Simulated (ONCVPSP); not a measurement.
# Potentials for Bi (Z = 83) compared

Generated with ld1.x 7.5 (TM, RRKJ, ultrasoft, PAW), atompaw 4.2 or ONCVPSP 4.0.1. The cutoff is in Ry: for ld1.x and atompaw files where the sum of valence levels is converged to 10 mRy in a Bessel basis, for ONCV files where the hardest occupied wave has 1 mHa per electron of residual kinetic energy. The error is the largest all-electron minus pseudo excitation energy over each file’s own four to seven test configurations (ionisations up to +4, promotions, holes and added fractions of an electron), all of which were solved. The labels leave out finer settings (local radius, basis sizes, second energies), which also bear on the numbers. Spin-polarised tests are not counted. The rows are a selection from randomly drawn settings: files with unsolved tests, undetermined cutoffs or missed reference levels are left out.

A true bound ghost makes a file unfit for plane-wave use even where its test errors are small: the radial tests pick states by their node count and pass the ghost by.

| potential | cutoff (Ry) | largest error (meV) | bound ghosts |
| --- | --- | --- | --- |
| ONCV, LDA (Perdew-Wang 92), scalar-relativistic, rc 2.00/2.50 (sp), local s, core correction yes, reference 6s2 6p3, qcut 3/2.9, projectors 0/1 | 53 | -933 | none |
| ONCV, BLYP, scalar-relativistic, rc 1.10/1.60/1.45 (spd), local smoothed, core correction yes, reference 5s2 5p6 5d10 6s2 6p3, qcut 9.8/9.9/9.9, projectors 3/2/3 | 82 | -24 | none |
| ONCV, PBE, fully relativistic, rc 2.00/1.95 (sp), local smoothed, core correction yes, reference 6s2 6p3, qcut 2.5/3.7, projectors 2/2 | 51 | -264 | none |
| ONCV, LDA (Perdew-Wang 92), scalar-relativistic, rc 1.60/1.80/1.25 (spd), local d, core correction yes, reference 5s2 5p6 5d10 6s2 6p3, qcut 6.9/7.8/6.8, projectors 2/3/0 | 53 | -25 | none |
| ONCV, revPBE, scalar-relativistic, rc 2.05/2.05/2.20 (spd), local smoothed, core correction no, reference 6s2 6p3, qcut 2.6/4.3/4.6, projectors 3/2/2 | 70 | -40 | s, p, d |

(1) Fill in the row for Bi: ONCV, PBE, scalar-relativistic, rc 1.60/1.80/2.00 (spd), local smoothed, core correction yes, reference 5s2 5p6 5d10 6s2 6p1, qcut 7.3/7.3/7.2, projectors 2/2/2.

(2) Fill in the row for Bi: ONCV, PBE, scalar-relativistic, rc 1.25/1.75/1.10 (spd), local smoothed, core correction yes, reference 5s2 5p6 5d10 6s2 6p3, qcut 8/7.9/10.4, projectors 2/3/2.

(3) Fill in the row for Bi: ONCV, LDA (Perdew-Zunger), scalar-relativistic, rc 1.45/1.60/1.85 (spd), local smoothed, core correction yes, reference 5s2 5p6 5d10 6s2 6p3, qcut 8.1/7/8.9, projectors 2/2/2.

Results:

(1) cutoff 42 Ry, largest error -278 meV, bound ghosts: none.

(2) cutoff 99 Ry, largest error -50 meV, bound ghosts: none.

(3) cutoff 52 Ry, largest error -24 meV, bound ghosts: none.
